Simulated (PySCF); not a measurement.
## Which determinant of ScB lies lowest?

Unrestricted PBE0; basis Sc def2-TZVPP, B def2-TZVPP; no relativity; PySCF 2.14. Outer shells of the fragments: Sc 3d1 4s2; B 2s2 2p1.

Followed along the bond (rough minima from three points):

| 2Ms+1 | unpaired | ⟨S²⟩ at the start | R at minimum (Å) | Te (eV) |
| --- | --- | --- | --- | --- |
| 5 | σ ↑↑, π ↑↑ | 6.00 | 2.08 | 0.00 |
| 3 | π ↑↑ | 2.88 | 2.14 | 0.23 |
| 3 | σ ↑↑, π ↑↓ | 3.02 | 2.08 | 0.43 |
| 1 | π ↑↓ | 1.88 | 2.16 | 0.49 |
| 5 | σ ↑, π ↑↑, δ ↑ | 6.01 | 2.19 | 0.64 |
| 3 | σ ↑, π ↑ | 2.03 | 2.00 | 0.69 |

Solutions found at the starting distance of 2.135 Å, counted from the lowest of them; the search is not exhaustive and high or unbound solutions are not listed, so other states can lie among these:

```csv
2Ms+1,unpaired,term,E (eV),⟨S²⟩,⟨Lz²⟩,μ (D)
5,"σ ↑↑, π ↑↑",⁵Σ⁻,0.00,6.00,0.00,-4.23
3,π ↑↑,mixed,0.21,2.88,0.00,-2.92
3,"σ ↑↑, π ↑↓",mixed,0.43,3.02,2.03,-4.02
1,π ↑↓,mixed,0.47,1.88,2.03,-2.98
5,"σ ↑, π ↑↑, δ ↑",⁵Δ,0.63,6.01,4.00,-5.10
3,"σ ↑, π ↑",³Π,0.79,2.03,1.01,-4.44
1,"σ ↓, π ↑",mixed,0.93,1.04,1.02,-3.99
3,"σ ↑, π ↑↑, δ ↓",mixed,0.98,3.01,4.00,-5.31
5,"σ ↑↑, π ↑, δ ↑",mixed,1.05,6.01,5.00,-2.50
1,none,mixed,1.05,1.20,2.17,-3.01
```

A term symbol is given only where ⟨S²⟩ and ⟨Lz²⟩ are close to those of a pure state; real π, δ and φ orbitals otherwise mix terms. A positive dipole means Sc(−)B(+).

With d or f electrons several states lie close, and the lowest PBE0 determinant need not be the measured ground state.
